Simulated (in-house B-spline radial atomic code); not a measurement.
Radial electron density of Ca II (Ca+), [Ne] 3s2 (3p1/2)2 (3p3/2)3 4s2. Level of theory: Dirac-Kohn-Sham PBE, spherical fractional occupations, Fermi nucleus of rms radius 3.4776 fm; calculated with a radial B-spline atomic code at the basis-set limit.

Columns: r (bohr), 4πr²n(r) (electrons per bohr), bar.

```
  0.0033    0.682 #
 0.00403   0.9836 ##
 0.00491    1.403 ###
 0.00599    1.992 ####
 0.00731    2.802 #####
 0.00892    3.895 #######
  0.0109    5.351 ##########
  0.0133    7.208 #############
  0.0162    9.486 #################
  0.0198    12.23 ######################
  0.0241    15.21 ###########################
  0.0294    18.28 #################################
  0.0359    21.03 ######################################
  0.0438    22.95 #########################################
  0.0535    23.58 ##########################################
  0.0652    22.73 #########################################
  0.0796    20.68 #####################################
  0.0971    18.36 #################################
   0.118    17.06 ###############################
   0.145    17.79 ################################
   0.176    20.38 #####################################
   0.215    23.46 ##########################################
   0.263    24.54 ############################################
    0.32    22.05 ########################################
   0.391     16.4 #############################
   0.477    10.31 ##################
   0.582    6.573 ############
    0.71    6.021 ###########
   0.866    6.992 #############
    1.06     7.12 #############
    1.29    5.593 ##########
    1.57      3.4 ######
    1.92    1.763 ###
    2.34    1.094 ##
    2.86   0.9004 ##
    3.49   0.6975 #
    4.26   0.3943 #
    5.19   0.1531 
    6.34  0.03804 
    7.73  0.00569 
    9.43 0.000458 
    11.5 1.812e-05
```

On this grid the curve has 3 maxima, near 0.0535, 0.263, 1.06 bohr.

The 4s1/2 radial function P(r) = rR(r), positive near the nucleus, with its small component Q(r) (sign convention: Q ≈ (P' + κP/r)/2c):

| r (bohr) | P | Q |
| --- | --- | --- |
| 0.001 | 0.00657 | -0.0004847 |
| 0.00149 | 0.009651 | -0.0007141 |
| 0.00222 | 0.01411 | -0.001048 |
| 0.0033 | 0.02042 | -0.001525 |
| 0.00491 | 0.02927 | -0.002203 |
| 0.00731 | 0.04129 | -0.003145 |
| 0.0109 | 0.05683 | -0.004413 |
| 0.0162 | 0.075 | -0.006004 |
| 0.0241 | 0.09298 | -0.007838 |
| 0.0359 | 0.1036 | -0.009602 |
| 0.0535 | 0.09405 | -0.01064 |
| 0.0796 | 0.04826 | -0.01001 |
| 0.118 | -0.03954 | -0.00694 |
| 0.176 | -0.1442 | -0.001638 |
| 0.263 | -0.1823 | 0.003628 |
| 0.391 | -0.06215 | 0.005411 |
| 0.582 | 0.182 | 0.002615 |
| 0.866 | 0.3081 | -0.001679 |
| 1.29 | 0.07013 | -0.003137 |
| 1.92 | -0.388 | -0.001262 |
| 2.86 | -0.6306 | 0.0007243 |
| 4.26 | -0.4432 | 0.001095 |
| 6.34 | -0.1379 | 0.0004041 |
| 9.43 | -0.01513 | 4.779e-05 |
